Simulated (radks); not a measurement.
Q: Species: Se11+. Configuration: [Ar] 3d5. Method: non-relativistic Kohn-Sham, LB94 model potential, spin-polarised, spherical densities, point nucleus; open shells are filled with parallel spins first; computed with a radial shooting solver on a logarithmic mesh with Libxc functionals. Some entries of the table are withheld. Estimate them.

orbital  occ.  eigenvalue (eV)  <1/r> (bohr^-1)  <r> (bohr)
1s down     1        -12696.56            33.53     0.04492
1s up       1        -12696.38            33.53     0.04491
2s down     1        -1896.224            7.430      0.1989
2s up       1        -1895.498            7.420      0.1992
2p down     3        -1738.486            7.418      0.1717
2p up       3        -1737.597            7.412      0.1719
3s up       1              (1)            2.576      0.5525
3s down     1              (2)            2.557      0.5556
3p up       3              (3)            2.499      0.5486
3p down     3              (4)            2.483      0.5522
3d up       5        -340.3835              (5)      0.5216
3d down     0        -332.0850              (6)      0.5244

A: 
(1) 3s up eigenvalue (eV): -490.4047
(2) 3s down eigenvalue (eV): -481.2097
(3) 3p up eigenvalue (eV): -435.5875
(4) 3p down eigenvalue (eV): -426.4582
(5) 3d up <1/r> (bohr^-1): 2.343
(6) 3d down <1/r> (bohr^-1): 2.340
